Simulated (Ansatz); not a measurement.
Correlation energies of C₂H₈GaN (`C[NH][GaH][CH3]`) by basis set

Z-matrix (Å, degrees):
```
C
N 1 1.442
H 1 1.098 2 112.5
H 1 1.098 2 112.5 3 -121.6
H 1 1.092 2 110.0 3 119.2
Ga 2 1.821 1 128.6 3 -119.1
H 2 1.008 1 112.9 3 60.8
C 6 1.962 2 118.9 1 0.0
H 6 1.566 2 114.7 1 179.9
H 8 1.091 6 112.3 2 -2.3
H 8 1.093 6 110.3 2 -123.3
H 8 1.093 6 110.2 2 118.6
```

The species carries charge 0 and has multiplicity 1. Correlated methods include outer-core shells of Ga, which these sets cover unevenly. Scalar relativity is left out up to krypton. All single points use the PBE0-D4/def2-TZVP geometry. It is one conformer, not always the lowest. Frozen core, restricted reference, the Gaussian-basis code of Ansatz.

```csv
basis,HF (Eh),MP2 corr.,CCSD corr.,(T),CCSD(T) total
def2-SVP,-2057.74934,-0.68318,?,-0.02183,?
def2-TZVPP,?,-0.80872,?,-0.03310,?
def2-QZVPP,-2058.19752,?,–,–,–
```

(1) Fill in the withheld values. (Estimate.)

Results:

(1) Ansatz gave: def2-SVP CCSD corr.: -0.72032; def2-SVP CCSD(T) total: -2058.49149; def2-TZVPP HF (Eh): -2058.15025; def2-TZVPP CCSD corr.: -0.84127; def2-TZVPP CCSD(T) total: -2059.02462; def2-QZVPP MP2 corr.: -1.09404.
